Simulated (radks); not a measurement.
Hf5+, configuration [Xe] 4f12 5d1 (not the ground configuration).

Method: scalar-relativistic Kohn-Sham, PBEsol, spin-polarised, spherical densities, finite nucleus; open shells are filled with parallel spins first (spin-orbit coupling, left out, can overturn this in heavy ions); Fermi nuclear charge, rms radius 5.347 fm; computed with a radial shooting solver on a logarithmic mesh with Libxc functionals.

Energy parts (eV):
| part | energy |
|---|---|
| total | -409942.66 |
| kinetic | 449014.38 |
| electron-nucleus | -1006301.04 |
| Hartree | 155513.68 |
| exchange-correlation | -8169.67 |

Orbitals (lengths in bohr, moments of r in powers of bohr; <r^-3> diverges for s and p1/2):
orbital	occ.	eigenvalue (eV)	<r^-3>
1s down	1	-65316.70	-
1s up	1	-65316.70	-
2s up	1	-11235.97	-
2s down	1	-11235.86	-
2p up	3	-9878.689	17770
2p down	3	-9878.603	17770
3s up	1	-2622.342	-
3s down	1	-2621.164	-
3p up	3	-2216.715	3917
3p down	3	-2215.532	3920
3d up	5	-1735.468	509.3
3d down	5	-1734.533	509.7
4s up	1	-590.6759	-
4s down	1	-588.4607	-
4p up	3	-456.9918	909.5
4p down	3	-454.8375	908.3
4d up	5	-284.0599	101.2
4d down	5	-281.9495	101.0
5s up	1	-133.0375	-
5s down	1	-131.5712	-
5p up	3	-98.5341	144.8
5p down	3	-97.1138	144.5
4f up	7	-92.3093	17.10
4f down	5	-90.2299	17.02
5d up	1	-56.9514	10.65
5d down	0	-55.6255	10.57

The highest occupied level is 5d up at -56.951 eV. The spin density at the nucleus is -5.406 e/bohr^3 (1s -0.034, 2s -1.316, 3s -9.906, 4s 3.917, 5s 1.933). The density falls to 0.001 e/bohr^3 at r = 2.92 bohr. Spin moment in Bohr magnetons: 3. Summed over all electrons, <r^2> = 28.02 bohr^2, which gives a Langevin (diamagnetic) susceptibility term of -22.2 x 10^-6 cm^3/mol. The electron density at the nucleus is 1.28e+06 e/bohr^3 (large components only).
